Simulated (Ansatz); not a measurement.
Consider the formal exchange of groups at the Si–C bond: `S[SiH2][SiH2]CCl` + `C=CCOCF` → `C=C[SiH2][SiH2]S` + `FCOCCCl`.

Gas-phase electronic energies from Ansatz, PBE0-D4/def2-TZVP geometries. CBS: MP2 limit from def2 TZ/QZ plus the TZ coupled-cluster correction, frozen cores. DFT in def2-TZVPP. B3LYP here is the variant with VWN-RPA as its local correlation; programs differ in this. Each species was taken in one conformer, which may not be the lowest.

`S[SiH2][SiH2]CCl`:

Cartesian coordinates in Å:
```
S 2.906 0.243 -1.550
Si 1.646 -0.024 0.165
Si -0.598 0.266 -0.448
C -1.756 -0.087 1.001
Cl -3.457 0.114 0.496
H 2.249 -0.649 -2.310
H 1.856 -1.355 0.801
H 2.095 1.022 1.121
H -0.910 -0.678 -1.555
H -0.810 1.659 -0.919
H -1.580 0.596 1.832
H -1.642 -1.108 1.367
```

`C=CCOCF`:

Z-matrix (Å, degrees):
```
C
C 1 1.486
O 1 1.423 2 108.7
H 1 1.097 2 110.1 3 119.6
H 1 1.098 2 110.8 3 -120.8
C 2 1.324 1 124.0 3 127.9
H 2 1.087 1 115.6 3 -53.4
C 3 1.363 1 114.0 2 -179.6
H 6 1.086 2 121.5 1 -1.9
H 6 1.083 2 121.6 1 177.7
F 8 1.384 3 111.4 1 -70.7
H 8 1.091 3 107.6 1 171.4
H 8 1.099 3 112.2 1 48.2
```

`C=C[SiH2][SiH2]S`:

Z-matrix (Å, degrees):
```
Si
C 1 1.863
Si 1 2.342 2 107.0
H 1 1.488 2 109.3 3 117.8
H 1 1.490 2 110.8 3 -121.2
C 2 1.331 1 123.4 3 -101.0
H 2 1.089 1 118.4 3 76.0
S 3 2.145 1 107.1 2 52.6
H 3 1.486 1 113.3 2 168.5
H 3 1.490 1 111.1 2 -69.7
H 6 1.086 2 121.8 1 -3.1
H 6 1.087 2 122.1 1 177.5
H 8 1.346 3 93.9 1 -40.3
```

`FCOCCCl`:

```xyz
12

F    -0.453    2.441    0.766
C    -1.011    1.198    1.003
O    -0.093    0.205    0.831
C     0.304   -0.004   -0.507
C     0.980   -1.340   -0.615
Cl   -0.158   -2.688   -0.378
H    -1.335    1.169    2.044
H    -1.856    1.101    0.308
H    -0.567    0.040   -1.174
H     1.013    0.774   -0.816
H     1.758   -1.439    0.141
H     1.420   -1.458   -1.604
```

(1) Is it downhill or uphill in electronic energy at CCSD(T)/CBS, and by how much? (Estimate.)

(2) What do these levels give: r2SCAN-D4, B3LYP-D4, B2PLYP, CCSD/def2-TZVPP, SCS-MP2/def2-QZVPP, MP2/CBS(def2)? (An estimate is asked.)

Largest T1 diagnostic among the species: 0.012.

## Answers

(1) The calculation gave: Downhill: ΔE = -13.4 kJ/mol.

(2) The calculation gave: r2SCAN-D4 -14.1, B3LYP-D4 -13.6, B2PLYP -11.1, CCSD/def2-TZVPP -12.5, SCS-MP2/def2-QZVPP -13.5, MP2/CBS(def2) -15.5 kJ/mol.

In def2-TZVPP, CCSD(T) changes the Hartree–Fock value by −4.0 kJ/mol (the triples alone add −1.2 kJ/mol) and MP2 by −6.1 kJ/mol. The D4 term adds −5.5 kJ/mol with B3LYP and −3.3 kJ/mol with PBE0; it sums over pairs of atoms, weighted by their polarisabilities, and B3LYP, whose exchange is more repulsive, gets the larger term.
